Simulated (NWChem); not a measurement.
System: BeHSF; SMILES [F][Be][SH]

```xyz
4

Be     0.0215    -0.6730     0.0000
F      0.0192    -2.0491     0.0000
S      0.0641     1.2366     0.0000
H     -1.2849     1.3479     0.0000
```
Atoms are numbered in this order, from 1.

Program: NWChem. Pople sets run with spherical d functions. Medium grid unless said otherwise, to which SCAN and Minnesota functionals are sensitive. Geometry: optimised at B3LYP/6-31G* (spherical d). Hybrids' shares of exact exchange are those that their runs print; pure functionals count as 0. The functionals differ in more than this share.

```csv
row,share of exact exchange,highest occupied level (eV)
PBE/6-31G*,0.00,-6.46
BP86/6-31G*,0.00,-6.56
B3LYP/6-31G*,0.20,withheld
PW6B95/6-31G*,0.28,-7.77
M05-2X/6-31G*,0.56,-8.95
```

Problem. Fit a straight line of the last column on the one before it, predict the withheld value, and compare with the run.

Solution. 
1. Means of the 4 shown rows: x = 0.210, y = -7.435. Slope Σ(x − x̄)(y − ȳ)/Σ(x − x̄)² = -0.9422/0.2156 = -4.370; intercept -6.517.
2. The shown rows scatter about the line by 0.039 (root mean square); the largest residual is +0.06, at PBE/6-31G*.
3. At x = 0.20 (B3LYP/6-31G*; inside the shown range) the line gives -7.39.
4. The run gives -7.43, -0.04 from the line, 1.0 times the scatter.
